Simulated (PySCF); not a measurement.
Spin-rotation constants: `InChI=1S/C5H6ClF3/c6-3-1-2-5(8,9)4-7/h1-2H,3-4H2/b2-1-`

Cartesian coordinates in Å; atom numbers follow the order of the lines, from 1:
```xyz
15

F    -2.2849   -0.9915    0.1842
C    -1.8115    0.2854    0.2367
C    -0.7132    0.4878   -0.8233
F    -1.2824    0.5898   -2.0559
F    -0.1586    1.7199   -0.6048
C     0.3043   -0.6181   -0.8278
C     1.3141   -0.7660    0.0186
C     1.6643    0.1301    1.1540
Cl    0.9193   -0.5383    2.6550
H    -2.6472    0.9656    0.0439
H    -1.3903    0.4466    1.2336
H     0.1209   -1.3474   -1.6026
H     1.9358   -1.6444   -0.0825
H     2.7390    0.1459    1.3290
H     1.2860    1.1427    1.0409
```

Method used: GIAO wB97X-D/pcSseg-1 magnetisability, rotational g tensor and spin-rotation constants, non-relativistic, gas phase (PySCF 2.14.0). Geometry: GFN2-xTB.

Question: Give the nuclear spin-rotation constants along the inertial axes (H = +C I·J) beside the isotropic shieldings.

Answer: Rotational constants 2.0267, 0.8663, 0.7479 GHz. A star marks the isotopologue with that one atom substituted, in its own axes.
| atom | isotope | Caa (kHz) | Cbb (kHz) | Ccc (kHz) | mean (kHz) | σ (ppm) |
| --- | --- | --- | --- | --- | --- | --- |
| F1 | 19F | 0.516 | 0.135 | 0.143 | 0.265 | 436.9 |
| F4 | 19F | 1.652 | 1.102 | 0.727 | 1.161 | 293.5 |
| F5 | 19F | 1.302 | 0.982 | 0.844 | 1.043 | 302.4 |
| Cl9 | 35Cl | 0.404 | 0.098 | 0.205 | 0.236 | 815.9 |
| H10 | 1H | -0.040 | -0.076 | -0.026 | -0.047 | 26.8 |
| H11 | 1H | 0.067 | -0.081 | -0.059 | -0.024 | 26.6 |
| H12 | 1H | -0.122 | -0.103 | 0.043 | -0.061 | 25.6 |
| H13 | 1H | -0.146 | -0.098 | 0.050 | -0.065 | 25.4 |
| H14 | 1H | -0.049 | -0.035 | -0.074 | -0.053 | 27.8 |
| H15 | 1H | -0.140 | -0.088 | 0.016 | -0.071 | 27.1 |
| C2 | 13C* | 0.548 | 0.205 | 0.179 | 0.311 | 97.1 |
| C3 | 13C* | 0.597 | 0.268 | 0.227 | 0.364 | 60.6 |
| C6 | 13C* | 0.640 | 0.157 | 0.365 | 0.387 | 46.4 |
| C7 | 13C* | 0.665 | 0.129 | 0.381 | 0.392 | 45.5 |
| C8 | 13C* | 0.394 | 0.129 | 0.141 | 0.222 | 144.0 |

For the geometry as given, no vibrational averaging.
